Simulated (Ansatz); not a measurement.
`[AlH2][NH][SiH2]Br` + `C#CO` → `C#CO[SiH2]Br` + `[NH2][AlH2]` at 700 K and 1 bar (ligand exchange at the Si–N bond).

Calculated with Ansatz (gas phase, PBE0-D4/def2-TZVP geometries, no zero-point term in ΔE). CCSD(T)/CBS adds triple-zeta CCSD(T) − MP2 to the extrapolated MP2 energy (def2 sets, frozen cores). This one scheme is used for every species. For Br outer-core shells are correlated without core-valence functions, which leaves a few kJ/mol of doubt a bond. Scalar relativity is left out up to krypton. Each species was taken in one conformer, which may not be the lowest.

| species | CCSD(T)/CBS energy (Eh) | H − E (kJ/mol) | S (J/(mol·K)) |
| --- | --- | --- | --- |
| `[AlH2][NH][SiH2]Br` | -3162.22405 | 203.3 | 472.3 |
| `C#CO` | -152.38380 | 123.4 | 303.4 |
| `C#CO[SiH2]Br` | -3015.47100 | 178.9 | 456.5 |
| `[NH2][AlH2]` | -299.14566 | 147.5 | 319.0 |

H − E and S are ideal-gas, rigid-rotor, harmonic terms from PBE0-D4/def2-TZVP, for one conformer and one mirror image of each species. 1 Eh = 2625.50 kJ/mol, R = 8.31446 J/(mol·K).

Problem. By hand: ΔE, ΔH, ΔS and ΔG.

Solution. ΔE = (-3015.47100) + (-299.14566) − (-3162.22405) − (-152.38380) = -0.00881 Eh = -23.1 kJ/mol. Δ(H − E) = 178.9 + 147.5 − 203.3 − 123.4 = -0.3, so ΔH = -23.4 kJ/mol. ΔS = 456.5 + 319.0 − 472.3 − 303.4 = -0.2 J/(mol·K). ΔG = -23.4 − 700 × (-0.2)/1000 = -23.3 kJ/mol.

Problem. By hand: the equilibrium constant, and the temperature at which ΔG would vanish if ΔH and ΔS stayed fixed.

Solution. log₁₀ K = −ΔG/(RT ln 10) = 1.7. ΔG = 0 at ΔH/ΔS = 117000 K, far beyond where these terms or the molecules hold.

The number of gas molecules stays the same, so ΔS is small and ΔH decides. A doubt of 5 kJ/mol in ΔE shifts log₁₀ K by 0.4 here. Other conformers and mirror images would add mixing entropy, several J/(mol·K) or more a flexible species. Modes under 60 cm⁻¹, often nearly free rotors, make the harmonic entropy too high. These are equilibria of isolated gas molecules and say nothing of rates. Largest T1 diagnostic: 0.013 (customary marks: 0.02 for closed shells, 0.045 for open ones).
